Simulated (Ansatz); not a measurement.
Consider the isomerisation: `C[C@H]1[O][Ge@@H]1[F]` → `[CH3][GeH]([F])[CH]=O`.

Program: Ansatz. Geometries: PBE0-D4/def2-TZVP. ΔE: electronic, gas phase. CBS: MP2 limit from def2 TZ/QZ plus the TZ coupled-cluster correction, frozen cores. DFT in def2-TZVPP. B3LYP here is the variant with VWN-RPA as its local correlation; programs differ in this. For Ge outer-core shells are correlated without core-valence functions, which leaves a few kJ/mol of doubt a bond. Scalar relativity is left out up to krypton. Each species was taken in one conformer, which may not be the lowest.

`C[C@H]1[O][Ge@@H]1[F]`:

Cartesian coordinates in Å:
```
C -0.434 -0.181 -1.387
C -0.218 0.508 -0.078
O -0.966 -0.014 1.038
Ge 0.805 -0.177 1.369
F 1.309 0.897 2.630
H -1.456 0.015 -1.730
H -0.313 -1.263 -1.305
H 0.258 0.197 -2.143
H -0.247 1.598 -0.134
H 1.262 -1.580 1.740
```

`[CH3][GeH]([F])[CH]=O`:

```xyz
10

C    -0.687   -0.061    1.351
Ge    0.068   -0.639   -0.334
F    -1.244   -1.148   -1.374
C     0.936    0.880   -1.308
O     1.709    1.605   -0.742
H    -1.489    0.655    1.167
H    -1.085   -0.912    1.903
H     0.090    0.422    1.947
H     1.016   -1.846   -0.230
H     0.686    1.045   -2.381
```

Is it downhill or uphill in electronic energy at CCSD(T)/CBS, and by how much? (Estimate.)

The calculation gave: Downhill: ΔE = -54.9 kJ/mol.

What do these levels give: ωB97X-V, B2PLYP, PBE, r2SCAN, B3LYP, HF/def2-TZVPP, MP2/def2-TZVPP, SCS-MP2/def2-TZVPP, CCSD/def2-TZVPP, MP2/def2-QZVPP, SCS-MP2/def2-QZVPP, CCSD/CBS(def2)? (Estimate.)

Ansatz gave: ωB97X-V -62.6, B2PLYP -65.0, PBE -50.7, r2SCAN -50.8, B3LYP -69.9, HF/def2-TZVPP -101.5, MP2/def2-TZVPP -54.2, SCS-MP2/def2-TZVPP -63.2, CCSD/def2-TZVPP -69.1, MP2/def2-QZVPP -48.6, SCS-MP2/def2-QZVPP -58.5, CCSD/CBS(def2) -60.6 kJ/mol.

Largest T1 diagnostic among the species: 0.014.

In def2-TZVPP, CCSD(T) changes the Hartree–Fock value by +38.1 kJ/mol (the triples alone add +5.7 kJ/mol) and MP2 by +47.3 kJ/mol. From PBE to PBE0 (25 % exact exchange), in def2-TZVPP and without D4, ΔE moves by −3.6 kJ/mol.
